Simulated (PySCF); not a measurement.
**Radial density of Co⁻ (cobalt, charge -1)**

UHF, [Ar] 3d8 4s2, high-spin 3F determinant. All numbers are calculated (PySCF 2.14, the spin-free X2C one-electron Hamiltonian (Gaussian nucleus), in x2c-TZVPPall with one added diffuse shell each of s, p, d, f type (7s6p5d3f1g, 80 functions)).

```json
{"r (bohr)": "0.000956", "4πr²ρ (e/bohr)": "0.2152", "4πr²(ρα − ρβ)": "0.0000"}
{"r (bohr)": "0.00161", "4πr²ρ (e/bohr)": "0.5435", "4πr²(ρα − ρβ)": "0.0000"}
{"r (bohr)": "0.00270", "4πr²ρ (e/bohr)": "1.359", "4πr²(ρα − ρβ)": "0.0001"}
{"r (bohr)": "0.00455", "4πr²ρ (e/bohr)": "3.283", "4πr²(ρα − ρβ)": "0.0002"}
{"r (bohr)": "0.00765", "4πr²ρ (e/bohr)": "7.440", "4πr²(ρα − ρβ)": "0.0005"}
{"r (bohr)": "0.0129", "4πr²ρ (e/bohr)": "15.14", "4πr²(ρα − ρβ)": "0.0010"}
{"r (bohr)": "0.0217", "4πr²ρ (e/bohr)": "25.78", "4πr²(ρα − ρβ)": "0.0017"}
{"r (bohr)": "0.0364", "4πr²ρ (e/bohr)": "32.66", "4πr²(ρα − ρβ)": "0.0019"}
{"r (bohr)": "0.0613", "4πr²ρ (e/bohr)": "28.42", "4πr²(ρα − ρβ)": "0.0025"}
{"r (bohr)": "0.103", "4πr²ρ (e/bohr)": "26.83", "4πr²(ρα − ρβ)": "0.0186"}
{"r (bohr)": "0.173", "4πr²ρ (e/bohr)": "36.63", "4πr²(ρα − ρβ)": "0.1285"}
{"r (bohr)": "0.292", "4πr²ρ (e/bohr)": "22.74", "4πr²(ρα − ρβ)": "0.6147"}
{"r (bohr)": "0.490", "4πr²ρ (e/bohr)": "15.53", "4πr²(ρα − ρβ)": "1.6211"}
{"r (bohr)": "0.825", "4πr²ρ (e/bohr)": "16.65", "4πr²(ρα − ρβ)": "1.7854"}
{"r (bohr)": "1.39", "4πr²ρ (e/bohr)": "5.144", "4πr²(ρα − ρβ)": "0.8054"}
{"r (bohr)": "2.33", "4πr²ρ (e/bohr)": "1.133", "4πr²(ρα − ρβ)": "0.2124"}
{"r (bohr)": "3.92", "4πr²ρ (e/bohr)": "0.4352", "4πr²(ρα − ρβ)": "0.0404"}
{"r (bohr)": "6.60", "4πr²ρ (e/bohr)": "0.1721", "4πr²(ρα − ρβ)": "-0.0426"}
{"r (bohr)": "11.1", "4πr²ρ (e/bohr)": "0.02189", "4πr²(ρα − ρβ)": "-0.0126"}
{"r (bohr)": "18.7", "4πr²ρ (e/bohr)": "3.833e-05", "4πr²(ρα − ρβ)": "0.0000"}
```

Densities and radii are taken from the X2C orbitals without a picture-change correction, which distorts them close to the nucleus.

⟨S²⟩ = 2.07 against 2.00 shows spin contamination. The outer electron is barely bound at this level, so radii and moments hang on the diffuse functions.

**Question.** Where is the radial spin density 4πr²(ρα − ρβ) most negative, and why is it negative at all?

**Answer.** Around r = 6.60 bohr, down to -0.0426 e/bohr: exchange with the open shell polarises the paired shells in an unrestricted calculation.
